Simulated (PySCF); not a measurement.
H4S4Si, singlet, at a GFN2-xTB geometry. Base run: PySCF with B3LYP/6-31G, polarisability.

The PySCF input:
```python
from pyscf import gto, scf, dft
from pyscf.prop import polarizability

mol = gto.M(
    atom='''
S     0.63455765    1.49892679   -1.40988253
Si   -0.00898177   -0.00357585   -0.00024911
S    -1.58933818    0.85724826    1.19197630
S    -0.59643112   -1.73371491   -1.14953869
S     1.53988922   -0.62790974    1.36696208
H     0.80044919    2.45775523   -0.51341715
H    -1.53836901   -0.04980765    2.15380986
H    -1.25041960   -1.05837867   -2.08051811
H     2.29524341   -1.21231332    0.45133835
''',
    basis='6-31g',
    verbose=3,
)

mf = dft.RKS(mol)
mf.xc = 'b3lyp'
mf.kernel()
alpha = mf.Polarizability().polarizability()[2, 2]
print('alpha_zz =', alpha)
```

Each row names what was changed in the base input (with any setting that the change needs).

| change | alpha_zz (bohr³) | basis functions | core-seconds (rough) |
|---|---|---|---|
| base | 93.75 | 73 | 9 |
| basis = def2-SVP | 87.27 | 110 | 20 |
| functional = camb3lyp | 91.68 | 73 | 40 |
| finite field (a.u.) = 0.02; conv_tol = 1e-11 | 93.96 | 73 | 10 |
| finite field (a.u.) = 0.001; conv_tol = 1e-11 | 93.75 | 73 | 9 |
| functional = lda,vwn | 97.16 | 73 | 7 |
| finite field (a.u.) = 2e-4; conv_tol = 1e-6 | 93.82 | 73 | 8 |
| finite field (a.u.) = 0.005; conv_tol = 1e-11 | 93.77 | 73 | 10 |
| functional = pbe | 96.14 | 73 | 10 |
| basis = 6-31+G* | 104.07 | 118 | 20 |
| finite field (a.u.) = 0.001; conv_tol = 1e-6 | 93.75 | 73 | 7 |
| basis = 6-31G* | 93.00 | 98 | 20 |

Finite-field rows take the second difference of the energy in a field along z; a small field with loose convergence shows SCF noise divided by the square of the field, and a large one adds hyperpolarisability.
